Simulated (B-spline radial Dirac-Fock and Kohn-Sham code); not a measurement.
C²⁺: input and output of one calculation

ΔSCF core binding energies without Breit or QED terms, calculated with a radial B-spline solver. Keys: rel is the Hamiltonian (dirac, or spin-free x2c and nr, where L3 and M5 stand for the whole 2p and 3d shells), method is hf or an exchange,correlation pair (spin-unpolarised, also for the hole states), nuc the nuclear model, radius_factor scales its radius, rmax is the box in bohr, h the logarithmic mesh step, order the B-spline order, points the quadrature points per cell, c_factor scales the speed of light, and damp, ndamp, maxit and tol steer the iteration. The run stops when the commutator error falls below 10·tol·max(1, Z/10), or the numerical noise floor, and the energy has settled to about 1e-8 Ha; the virial ratio is −V/T.

Input (task.json):

```json
{"items": [{"Z": 6, "q": 2, "cfg": [[1, 0, 2], [2, 0, 2]], "A": 12, "rrms": 2.4702, "do": "settings", "holes": ["K", "L3", "M5"],
  "settings": [{"rel": "dirac", "method": "hf", "nuc": "fermi", "radius_factor": 1.0, "rmax": 45.0, "h": 0.3, "order": 7, "points": 10, "c_factor": 1.0, "maxit": 60, "damp": 0.5, "ndamp": 3, "tol": 1e-08}]}]}
```

Command: `python xray2_run.py task.json out`

Ground-state iterations:

```
iter   energy (Ha)        error
   1      -36.07816113  3.59e-01
   2      -36.42324162  1.76e-02
   3      -36.42452596  9.25e-03
   4      -36.42494446  4.85e-03
   5      -36.42514576  7.71e-04
   6      -36.42515105  8.07e-05
   7      -36.42515111  2.47e-06
   8      -36.42515111  1.06e-07
```

The ground state converged in 8 iterations, with total energy -36.42515 Ha, virial ratio 1.99909 and highest orbital energy -46.12 eV. ΔSCF binding energies: K (1s) 339.4 eV. Holes are computed only in closed shells, and unreliable hole states are left out.
